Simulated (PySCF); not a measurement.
H8NSi3, SMILES [SiH2]N([SiH3])[SiH3], multiplicity 2. Atoms are numbered in the order given.

```xyz
12

Si    -1.5649     0.9125    -0.0409
N     -0.0469     0.0144    -0.0047
Si     0.0170    -1.6839    -0.4803
Si     1.4492     0.8414     0.4406
H     -2.6656     0.0806     0.5502
H     -1.3590     2.1535     0.7792
H      0.8581    -1.8743    -1.6971
H     -1.3749    -2.1291    -0.7686
H      0.5918    -2.5153     0.6169
H      1.5070     1.1136     1.9054
H      1.5671     2.1366    -0.2880
H      2.5854    -0.0476     0.0629
```
Charge 0, spin multiplicity 2.

Geometry: B3LYP-D3(BJ)/def2-SVP. The isomer is the one that the SMILES or the coordinates give; other isomers of the formula were not compared.

These are SMD-M06-2X/6-31G* (PySCF) values and carry that method's errors.

Solvation free energies are E(SMD) − E(gas) at the gas-phase geometry, for 1 M in both phases. In vacuum the dipole moment is 0.19 D.

```
solvent       ΔG(solv) (kcal/mol)  its non-electrostatic (CDS) part  dipole (D)
------------  -------------------  --------------------------------  ----------
water                         3.9                               4.2        0.24
acetonitrile                  0.0                               0.3        0.23
acetone                      -0.5                              -0.2        0.23
```
